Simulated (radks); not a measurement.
Task: Excited configurations of Os2+: one electron is placed in a higher orbital outside [Xe] 4f14 5d5. The ground configuration is [Xe] 4f14 5d6. Method: scalar-relativistic Kohn-Sham, BLYP, spin-polarised, spherical densities, finite nucleus; open shells are filled with parallel spins first (spin-orbit coupling, left out, can overturn this in heavy ions); Fermi nuclear charge, rms radius 5.4126 fm; computed with a radial shooting solver on a logarithmic mesh with Libxc functionals. Excitation = E - E(ground); binding = E(ion) - E, where the ion is the core of charge +3; n* = 3/sqrt(2 binding) in atomic units, and the quantum defect is n - n*.

| outer orbital | excitation (eV) | binding (eV) | n* | quantum defect | eigenvalue (eV) | <r> (bohr) |
|---|---|---|---|---|---|---|
| 5f | 18.657 | 8.362 | 3.827 | 1.173 | -6.412 | 5.069 |
| 6s | 0.012 | 27.006 | 2.129 | 3.871 | -22.860 | 2.533 |
| 6p | 7.826 | 19.193 | 2.526 | 3.474 | -15.891 | 3.127 |
| 6d | 15.913 | 11.106 | 3.321 | 2.679 | -9.080 | 4.711 |
| 6f | 21.282 | 5.736 | 4.620 | 1.380 | -4.668 | 8.835 |
| 7s | 14.974 | 12.045 | 3.188 | 3.812 | -10.375 | 5.277 |
| 7p | 17.243 | 9.775 | 3.539 | 3.461 | -8.366 | 6.234 |
| 7f | 22.946 | 4.073 | 5.483 | 1.517 | -3.417 | 13.57 |

Estimate the row for 7d.

Result: excitation (eV) 20.220; binding (eV) 6.799; n* 4.244; quantum defect 2.756; eigenvalue (eV) -5.707; <r> (bohr) 8.389. The Delta-SCF ionisation energy is 27.019 eV (NIST Atomic Spectra Database: 25 eV, theoretical). Self-interaction in the functional shifts the binding energies and quantum defects, so they are the method's values and not measured ones. Open shells are spherical and high-spin; term and fine-structure splittings are not resolved. Spin-orbit splitting is averaged out at the scalar-relativistic level.
